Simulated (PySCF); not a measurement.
Electron correlation in Ar²⁺ (argon, charge +2)

[Ne] 3s2 3p4, high-spin 3P determinant. Computed with PySCF 2.14 in aug-cc-pV(T+d)Z, with no relativity, point nucleus. Frozen: [Ne]; 6 electrons correlated.

```tsv
level	correlation energy (mhartree)
CCSD	-158.23
(T)	-4.25
CCSD(T)	-162.48
```

Diagnostics: T1 = 0.0080, D1 = 0.0260, largest double amplitude 0.045.

Cost of the coupled-cluster step: of the order of 1.8 core-seconds, for 6 correlated electrons.
